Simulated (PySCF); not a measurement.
Input file for PySCF: R-HF/STO-3G on BH3 (SMILES B).

```python
from pyscf import gto, scf, dft, mp
from pyscf.data.elements import chemcore

mol = gto.M(
    atom='''
    B    -0.36909182    0.18655702    0.06854439
    H     0.49231734   -0.27412389   -0.64166944
    H    -1.46553805   -0.26248684   -0.16558581
    H    -0.35145446    1.39341045    0.11158590
    ''',
    basis='sto-3g',
    charge=0, spin=0, verbose=3, max_memory=1800)
mf = scf.RHF(mol)
mf.conv_tol = 1e-8
mf.max_cycle = 100
mf.kernel()
if not mf.converged:
    mf = mf.newton().run(mf.mo_coeff, mf.mo_occ)
```

Program output:

```
converged SCF energy = -26.0383589704995
```

Self-consistency was reached.

Cost: very roughly 0.04 core-seconds.
